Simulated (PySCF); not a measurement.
C4H4N, SMILES C1=C[N]C=C1, multiplicity 2. The structure is a stationary point at PBE-D3(BJ)/def2-SVP. The isomer is the one that the SMILES or the coordinates give; other isomers of the formula were not compared.

Computed equilibrium geometry at PBE-D3(BJ)/def2-SVP (PySCF confirms it by a frequency run) as bond lengths and angles, and its point group:
point group C2v.
Atoms: C1 C2 N3 C4 C5 H6 H7 H8 H9. Bonded distances (Å): C1–C2 1.468, C1–C5 1.374, C1–H6 1.097, C2–N3 1.351, C2–H7 1.102, N3–C4 1.351, C4–C5 1.468, C4–H8 1.102, C5–H9 1.097. Angles (°): C2–C1–C5 105.0, C2–C1–H6 126.6, C5–C1–H6 128.4, C1–C2–N3 112.8, C1–C2–H7 126.2, N3–C2–H7 121.0, C2–N3–C4 104.4, N3–C4–C5 112.8, N3–C4–H8 121.0, C5–C4–H8 126.2, C1–C5–C4 105.0, C1–C5–H9 128.4, C4–C5–H9 126.6.
Charge 0, spin multiplicity 2.
